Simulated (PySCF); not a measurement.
Where the electron goes

Compound: C4H7FN2Si.
Z-matrix (Å and degrees, PBE0-D3(BJ)/def2-SVP geometry), rows numbered from 1:
```
F 
C   1  1.3855
C   2  1.4796  1  110.46
C   3  1.3741  2  131.90  1   132.04
N   4  1.3667  3  110.55  2   177.17
C   5  1.3058  4  105.23  3     0.67
N   6  1.3730  5  113.06  4    -0.93
Si  7  1.7865  3  127.97  2    10.40
H   2  1.1005  1  109.24  3   120.91
H   2  1.1047  1  106.77  3  -121.94
H   4  1.0901  3  127.44  2    -2.14
H   6  1.0912  5  125.39  4   178.93
H   8  1.4889  7  104.30  3  -166.62
H   8  1.4858  7  111.26  3    74.45
H   8  1.4861  7  108.57  3   -48.46
```

Theory: PySCF 2.14.0, density-fitted response routines, TDDFT CAM-B3LYP/def2-SVPD, vertical, gas phase, core orbitals frozen in the response.

Kohn–Sham orbitals with the atoms that hold most of them (Löwdin shares over 4%, at most four atoms; ? is withheld):

| orbital | ε (eV) | atoms |
| --- | --- | --- |
| HOMO-3 | -11.59 | Si8 30%, H13 25%, F1 14%, H14 7% |
| HOMO-2 | -9.64 | N7 31%, N5 30%, C4 12%, C6 8% |
| HOMO-1 | -9.40 | ? |
| HOMO | ? | ? |
| LUMO | 0.74 | Si8 22%, C6 11%, C2 11%, C3 9% |
| LUMO+1 | 1.00 | Si8 38%, H14 13%, H13 10%, H15 9% |
| LUMO+2 | 1.20 | Si8 33%, H15 10%, C6 9%, H13 8% |

Which atoms hold the HOMO-1, and with what shares?

N5 (bonded to 2 C) 66%; C4 (bonded to C, N and H) 10%; C6 (bonded to 2 N and H) 9%; N7 (bonded to 2 C and Si) 4%. By element: nitrogen 71%, carbon 20% or more.

Give the leading atoms of the HOMO.

C3 (bonded to 2 C and N) 28%; C4 (bonded to C, N and H) 22%; C6 (bonded to 2 N and H) 20%; N5 (bonded to 2 C) 9%. By element: carbon 70% or more, nitrogen 9% or more.

What is the HOMO energy, and the HOMO–LUMO gap?

ε(HOMO) = -8.19 eV; the gap is 8.93 eV (0.3282 hartree).

The HOMO–LUMO gap is 8.93 eV. Where does the response calculation put the lowest singlet, and from which orbitals?

S1 is at 6.11 eV (f = 0.159), 2.82 eV below the gap, made of HOMO→LUMO (85%), HOMO→LUMO+2 (9%). Without the coupling terms of the response equations the lowest excitation would equal the gap.

Next come S2 at 6.39 eV (f 0.0026), HOMO-1→LUMO (48%), HOMO-1→LUMO+2 (24%), HOMO-1→LUMO+1 (11%); S3 at 6.44 eV (f 0.030), HOMO→LUMO+1 (61%), HOMO→LUMO+2 (22%); S4 at 6.80 eV (f 0.0014), HOMO→LUMO+4 (37%), HOMO-2→LUMO (26%), HOMO-2→LUMO+2 (10%); S5 at 7.02 eV (f 0.0078), HOMO→LUMO+2 (41%), HOMO→LUMO+1 (27%), HOMO→LUMO+3 (13%).

One conformer stands for the species.
